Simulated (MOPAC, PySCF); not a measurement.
[Zr(Cl)2(H)2], neutral singlet in the gas phase. 

Z-matrix (Å, degrees):
```
Zr
H 1 1.8398
H 1 1.8398 2 109.59
Cl 1 2.3287 2 107.75 3 -116.98
Cl 1 2.3287 2 107.75 3 116.98
```
Charge 0, spin multiplicity 1.

All levels are single points at this geometry (r2SCAN-D4/def2-SVP); Pople sets use spherical d functions. Orbital energies aren't observables, and empty levels follow the basis.

BP86/6-31G* (LANL2DZ on Zr) in PySCF gives gap (eV) = 3.62.

**Question.** Estimate the gap (eV) from each of these levels: PBE-D3(BJ)/def2-TZVP in PySCF; TPSSh-D3(BJ)/def2-TZVP in PySCF; B3LYP/6-311+G** (LANL2DZ on Zr) in PySCF; B3LYP/6-31G* (LANL2DZ on Zr) in PySCF; SVWN5/6-31G* (LANL2DZ on Zr) in PySCF; HF/6-31G* (LANL2DZ on Zr) in PySCF; PM6 in MOPAC; PM7 in MOPAC.

**Answer.** 
```json
[
 {"level": "PBE-D3(BJ)/def2-TZVP in PySCF", "gap (eV)": "3.76"},
 {"level": "TPSSh-D3(BJ)/def2-TZVP in PySCF", "gap (eV)": "5.06"},
 {"level": "B3LYP/6-311+G** (LANL2DZ on Zr) in PySCF", "gap (eV)": "5.41"},
 {"level": "B3LYP/6-31G* (LANL2DZ on Zr) in PySCF", "gap (eV)": "5.43"},
 {"level": "SVWN5/6-31G* (LANL2DZ on Zr) in PySCF", "gap (eV)": "3.42"},
 {"level": "HF/6-31G* (LANL2DZ on Zr) in PySCF", "gap (eV)": "12.57"},
 {"level": "PM6 in MOPAC", "gap (eV)": "7.69"},
 {"level": "PM7 in MOPAC", "gap (eV)": "10.23"}
]
```
